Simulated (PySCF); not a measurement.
Si(Cl)2(OH)(SiH3) (Cl2H4OSi2), SMILES O[Si]([SiH3])(Cl)Cl. Atoms are numbered in the order given.

```xyz
9

O     -0.2069     1.9437     0.0000
Si    -0.0708     0.3003     0.0000
Si     2.1805    -0.2831     0.0000
Cl    -1.0216    -0.4963    -1.6647
Cl    -1.0216    -0.4963     1.6647
H     -1.0931     2.3297     0.0000
H      2.8392     0.2620    -1.2232
H      2.2686    -1.7725     0.0000
H      2.8392     0.2620     1.2232
```

Geometry optimised at r2SCAN-D4/def2-SVP. One conformer was computed; it need not be the lowest.

All values below come from ωB97X/def2-TZVP in PySCF.

ESP charges are fitted to the potential on shells at 1.4 to 2.0 van der Waals radii. Atomic charges (e):

| atom | Mulliken | ESP fit |
|---|---|---|
| O1 | -0.52 | -0.54 |
| Si2 | 0.56 | 0.26 |
| Si3 | 0.08 | 0.22 |
| Cl4 | -0.21 | -0.13 |
| Cl5 | -0.21 | -0.13 |
| H6 | 0.34 | 0.44 |
| H7 | -0.01 | -0.03 |
| H8 | -0.01 | -0.06 |
| H9 | -0.01 | -0.03 |

Computed Mayer and Wiberg (Löwdin basis) orders of the bonds:
| bond | Mayer | Wiberg |
|---|---|---|
| O1–Si2 | 1.24 | 1.72 |
| Si2–Si3 | 0.92 | 1.09 |
| Si2–Cl4 | 1.16 | 1.78 |
| Si2–Cl5 | 1.16 | 1.78 |
| O1–H6 | 0.86 | 1.01 |
| Si3–H7 | 0.95 | 0.96 |
| Si3–H8 | 0.95 | 0.96 |
| Si3–H9 | 0.95 | 0.96 |
